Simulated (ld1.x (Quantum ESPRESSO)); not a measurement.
# What one change does to a pseudopotential (sulfur, ultrasoft)

```json
{"Element": "sulfur", "Generator": "ld1.x (Quantum ESPRESSO) 7.5", "Type": "ultrasoft", "Functional": "LDA (PZ)", "Relativity": "scalar-relativistic", "Frozen core": "[Ne]", "Valence charge": "6", "Reference configuration": "3s2 3p3.5 (charge +0.5)", "Partial waves": "3s (bound): rcut 1.15, rcutus 1.25 bohr; 3s channel at -1.1 Ry: rcut 1.15, rcutus 1.25 bohr; 3p (bound): rcut 1.15, rcutus 1.30 bohr; 3p channel at 0.85 Ry: rcut 1.15, rcutus 1.30 bohr; 3d channel at 0.45 Ry: rcut 1.10, rcutus 1.20 bohr; 3d channel at 2.75 Ry: rcut 1.10, rcutus 1.20 bohr", "Local potential": "all-electron potential smoothed inside 1.00 bohr (lloc = -1)", "Core correction": "a·sin(br)/r model core inside 1.25 bohr", "Augmentation charge": "built from norm-conserving waves at rcut, not smoothed further"}
```

Change: reference 3s2 3p4.

Cutoffs: the cutoffs (Ry, on a coarse ladder) from which the occupation-weighted sum of valence levels, in a spherical-Bessel basis at the reference potential, stays within 10 and 1 mRy of its value at 400 Ry; they do not see the model core or the augmentation charge, which bear on the density cutoff. Errors are all-electron minus pseudo energies relative to the spin-unpolarised reference configuration.

Question: What does the change do?

Answer: The potential gets softer (40 Ry and 50 Ry → 21 Ry and 50 Ry); both files keep a bound ghost (s).

| quantity | base | changed |
| --- | --- | --- |
| cutoff, loose | 40 Ry | 21 Ry |
| cutoff, tight | 50 Ry | 50 Ry |
| loose cutoff by channel (10 mRy a level) | s 18 Ry, p 10 Ry | s 15 Ry, p 10 Ry |
| bound ghosts | s | s |
| largest error over its own tests, meV | +160 | +172 |
| s: phases at 1.40 bohr within 0.05 rad from the reference energy up to (Ry; the scan ends near 5) | to the end of the scan | to the end of the scan |
| p: phases at 1.40 bohr within 0.05 rad from the reference energy up to (Ry; the scan ends near 5) | to the end of the scan | to the end of the scan |
| d: phases at 1.40 bohr within 0.05 rad from the reference energy up to (Ry; the scan ends near 5) | to the end of the scan | to the end of the scan |
| lowest overlap eigenvalue by channel | s 0.16, p 0.29, d 0.95 | s 0.17, p 0.30, d 0.95 |

 A true bound ghost makes a file unfit for plane-wave use even where its test errors are small: the radial tests pick states by their node count and pass the ghost by.
